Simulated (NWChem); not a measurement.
# MoO₂BrCl; SMILES [Cl][Mo](=[O])([Br])=[O]

Results from NWChem. Coordinates come from a PBE0/def2-SVP optimisation. Not confirmed as a minimum by frequencies. def2 effective core potentials on Mo; no spin-orbit coupling. Level B3LYP/def2-SVP: energy and gradient on several grids; changes count from the extra-fine grid, which is no exact limit either.

Which is the coarsest grid (xcoarse; fine; medium; xfine; coarse) from which on the energy stays within 100 μHa and each gradient component within 200 μHa/bohr of xfine?

medium.
| grid | size of the energy change (μHa) | largest change of a gradient component (μHa/bohr) |
|---|---|---|
| xcoarse | 3000 | 4000 |
| coarse | 10 | 700 |
| medium | < 10 | 40 |
| fine | < 10 | < 30 |
| xfine | < 10 | < 30 |
